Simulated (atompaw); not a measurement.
## u(r) = r·R(r): atom against pseudo-atom (Ti)

Columns: radius, all-electron u(r) and pseudo u(r) of the 3p shell (level -39.21 eV) of titanium in the configuration [Ne] 3s2 3p6 3d2 4s1.75 4p0.25; PBE, scalar-relativistic, PAW (atompaw) scheme, atompaw 4.2.0.5.

```tsv
r (bohr)	all-electron	pseudo
0.115	-0.4472	0.0292
0.231	-0.4601	0.1130
0.346	-0.0879	0.2372
0.462	0.3456	0.3871
0.577	0.6859	0.5424
0.692	0.9039	0.6860
0.808	1.0111	0.8005
0.923	1.0329	0.8712
1.038	0.9982	0.8973
1.154	0.9290	0.8843
1.269	0.8429	0.8343
1.385	0.7498	0.7498
1.500	0.6585	0.6585
1.615	0.5721	0.5721
1.731	0.4924	0.4924
1.846	0.4216	0.4216
1.962	0.3586	0.3586
2.077	0.3043	0.3043
2.192	0.2572	0.2572
2.308	0.2166	0.2166
2.423	0.1823	0.1823
2.538	0.1532	0.1532
2.654	0.1283	0.1283
2.769	0.1075	0.1075
2.885	0.0898	0.0898
3.000	0.0750	0.0750
```

(1) How many radial nodes do the two functions have?

(2) At about which radius was the pseudo-wave matched?

(3) Is the pseudo-wave norm-conserving?

Answers

(1) The all-electron 3p function has n − l − 1 = 1; the pseudo-wave has 0, since the states of the same l below it are removed with the core.

(2) 1.40 bohr, where the columns begin to agree (steps of 0.12 bohr).

(3) No, it belongs to a PAW set: the norm inside the radius is not constrained, and the difference is carried by the augmentation charge.
